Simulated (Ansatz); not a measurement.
Program: Ansatz. Geometries: PBE0-D4/def2-TZVP. ΔE: electronic, gas phase. CCSD(T)/CBS adds triple-zeta CCSD(T) − MP2 to the extrapolated MP2 energy (def2 sets, frozen cores). Functionals use def2-TZVPP. B3LYP here is the variant with VWN-RPA as its local correlation; programs differ in this. Each species was taken in one conformer, which may not be the lowest.

`CBS[SiH3]` + `CC(=N)[SiH3]` → `C/C([SiH3])=N\[SiH3]` + `CBS`  (ligand exchange at the Si–S bond)

Is it downhill or uphill in electronic energy at CCSD(T)/CBS, and by how much? (An estimate is asked.)

Computed: Uphill: ΔE = +6.4 kcal/mol.

What do these levels give: B3LYP-D4, ωB97M-V, PBE0, B3LYP, HF/def2-TZVPP, SCS-MP2/def2-QZVPP? (Best estimate.)

The calculation gave: B3LYP-D4 4.2, ωB97M-V 5.8, PBE0 6.8, B3LYP 4.5, HF/def2-TZVPP 4.6, SCS-MP2/def2-QZVPP 5.8 kcal/mol.

Largest T1 diagnostic among the species: 0.013.

In def2-TZVPP, CCSD(T) changes the Hartree–Fock value by +1.4 kcal/mol (the triples alone add +0.2 kcal/mol) and MP2 by +1.6 kcal/mol.
